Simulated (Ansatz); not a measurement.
Isomers of C2H6OSSi, relaxed with PBE0-D4/def2-TZVP in Ansatz; electronic energies, one conformer each and not always the lowest. Functionals use def2-TZVPP; CBS adds triple-zeta CCSD(T) − MP2 to the MP2 limit of def2-TZVPP and def2-QZVPP.

(1) Order them by energy at frozen-core CCSD(T)/CBS, lowest first. (Estimate.)
A. `COC([SiH3])=S`
B. `SC1OC[SiH2]1`
C. `SC1CO[SiH2]1`
D. `[SiH3]C1(S)CO1`
E. `S[SiH]1CCO1`
F. `[SiH3]SC1CO1`
G. `C[Si]1(S)CO1`

(2) How do B2PLYP, ωB97M-V, PBE0-D4, r2SCAN-D4 place them (kJ/mol, against `S[SiH]1CCO1`)? (Estimate.)

## Answers

(1) E (0.0 kJ/mol), G (41.3 kJ/mol), C (125.8 kJ/mol), F (234.6 kJ/mol), A (251.4 kJ/mol), B (274.7 kJ/mol), D (301.2 kJ/mol).

(2) Computed: 
| isomer | B2PLYP | ωB97M-V | PBE0-D4 | r2SCAN-D4 |
| --- | --- | --- | --- | --- |
| `[SiH3]C1(S)CO1` | 297.7 | 300.7 | 296.4 | 295.7 |
| `SC1CO[SiH2]1` | 126.6 | 126.9 | 128.3 | 131.5 |
| `[SiH3]SC1CO1` | 229.1 | 233.7 | 225.3 | 225.7 |
| `COC([SiH3])=S` | 237.2 | 254.6 | 252.2 | 241.5 |
| `SC1OC[SiH2]1` | 273.6 | 272.9 | 269.4 | 273.4 |
| `C[Si]1(S)CO1` | 38.4 | 41.3 | 41.4 | 32.3 |
